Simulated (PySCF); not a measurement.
# Spinor energies of Ir⁷⁴⁺ (iridium, charge +74)

Start: [He] 2s1; 2s1/2 filled at m_j = +1/2. Calculated with PySCF 2.14 in an uncontracted even-tempered set (16 s from 64 bohr⁻², ratio 2.4; 13 p from 83 bohr⁻², ratio 2.4; 5 d from 260 bohr⁻², ratio 2.6; 4 f from 380 bohr⁻², ratio 2.6): generalised Hartree-Fock with the X2C-1e Hamiltonian and a Gaussian nucleus; one run each with spin-orbit coupling (SO) switched off, then screened by Boettger's factors.

| spinor shell | electrons | ε, spin-free (eV) | ε, screened SO (eV) | weight of nominal j (screened SO) | rms radius, screened SO (bohr) |
| --- | --- | --- | --- | --- | --- |
| 1s1/2 | 2 | -86185.1 | -86185.1 | 1.000 | 0.0196 |
| 2s1/2 | 1 | -21586.9 | -21586.9 | 1.000 | 0.0758 |

```tsv
quantity	spin-free	screened SO
E (hartree)	-7221.62760	-7221.62760
M_J	1/2	1/2
⟨J²⟩	0.750	0.750
⟨L²⟩	0.000	0.000
⟨S²⟩	0.750	0.750
```

Each row is a mean over spinors that exchange with the open shell spreads, by up to 73.746 eV (1s1/2).

Breit and QED terms are absent; they matter most for the inner s and p1/2 levels.

Densities and radii are taken from the X2C orbitals without a picture-change correction, which distorts them close to the nucleus.

Without spin-orbit coupling the j labels of p, d and f shells carry no meaning; the spin-free column gives the mean over the occupied spinors of each nl shell.
